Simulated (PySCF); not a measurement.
Cartesian coordinates (Å):
SMILES: [SeH]
```xyz
2

Se     0.7355     0.0000     0.0000
H     -0.7355     0.0000     0.0000
```
Charge 0, spin multiplicity 2.

**Question.** Predict the total energy, highest occupied spin orbital and dipole moment from PBE0-D4/def2-TZVP (PySCF 2.14.0).

**Answer.** 
The total energy comes out as -65357.10 eV, the highest occupied spin orbital comes out as -6.98 eV and the dipole moment is 0.124 e·Å.
